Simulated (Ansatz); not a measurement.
Isolated molecules relaxed with PBE0-D4/def2-TZVP in Ansatz; ΔE leaves out vibrations. CCSD(T)/CBS is the MP2 limit (def2-TZVPP, def2-QZVPP) plus CCSD(T) − MP2 in def2-TZVPP, frozen cores. DFT in def2-TZVPP. Elements past krypton have def2 core potentials. For Ga, In outer-core shells are correlated without core-valence functions, which leaves a few kJ/mol of doubt a bond. Scalar relativity is left out up to krypton. One conformer a species, not always the lowest.

`C[O][Ga]([Cl])[Cl]` + `[OH][In]([OH])[OH]` → `C[O][In]([OH])[OH]` + `[OH][Ga]([Cl])[Cl]`  (substitution at a C–O bond)

`C[O][Ga]([Cl])[Cl]`:

Z-matrix (Å, degrees):
```
C
O 1 1.412
H 1 1.095 2 113.2
H 1 1.094 2 109.2 3 120.7
H 1 1.094 2 109.3 3 -120.8
Ga 2 1.758 1 123.5 3 1.1
Cl 6 2.110 2 118.8 1 179.9
Cl 6 2.124 2 120.4 1 -0.2
```

`[OH][In]([OH])[OH]`:

```xyz
7

O    -0.270   -1.952   -0.101
In    0.000    0.000    0.000
O     1.818    0.753   -0.138
O    -1.548    1.199    0.239
H     0.557   -2.426   -0.218
H     1.819    1.711   -0.074
H    -2.376    0.715    0.293
```

`C[O][In]([OH])[OH]`:

```xyz
10

C    -0.287    1.260   -1.435
O    -0.320   -0.107   -1.100
In    0.128   -0.758    0.706
O     0.054   -2.693    1.086
O     0.647    0.513    2.123
H     0.712    1.700   -1.321
H    -0.576    1.357   -2.486
H    -0.986    1.860   -0.839
H    -0.211   -3.201    0.314
H     0.839    0.067    2.952
```

`[OH][Ga]([Cl])[Cl]`:

Cartesian coordinates in Å:
```
O -0.959 0.367 0.972
Ga 0.223 -0.291 -0.161
Cl 0.701 -2.342 -0.051
Cl 1.148 0.958 -1.607
H -1.113 1.308 0.848
```

```json
{"level": "r2SCAN-D4", "ΔE (kcal/mol)": "1.1"}
{"level": "MP2/def2-TZVPP", "ΔE (kcal/mol)": "1.4"}
```

Task: What does CCSD(T)/CBS give? (Estimate.)

Result: Ansatz gave: +1.3 kcal/mol. The listed levels differ from it by -0.2, 0.1 kcal/mol.

Largest T1 diagnostic among the species: 0.017.
